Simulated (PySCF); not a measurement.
Exercise with solution: oscillator strength and radiative lifetime

C5H7BO, SMILES C#CB1OC[C@@H]1C.

The structure is a stationary point at PBE0-D3(BJ)/def2-SVP. The structure was generated by enumeration; whether it is a known compound was not checked.

TDA-PBE/def2-SVPD run with PySCF 2.14.0 puts the first singlet state with f over 0.02 at 5.64 eV (vertical), with the transition dipole (0.490, 0.170, 0.127) in atomic units.

### Question
Find the oscillator strength, the wavelength and the radiative lifetime that this transition would have in vacuum if emission retraced absorption.

### Answer

|μ|² = 0.2851 au, so |μ| = 1.36 D. ΔE = 5.64/27.211 = 0.2073 hartree. f = (2/3) ΔE |μ|² = 0.039 (the program prints 0.039).
λ = 1239.84/5.64 = 220 nm; ν = 45490 cm⁻¹.
Einstein's coefficient A = 0.6670 ν² f s⁻¹ (ν in cm⁻¹) = 5.4e7 s⁻¹, so τ = 1/A = 18 ns. This state is S4; the lower singlets have f = 0.002, 0.002, 0.010. The figure is the radiative limit of this one transition; relaxation, internal conversion, crossing to triplets and a medium change what is measured.
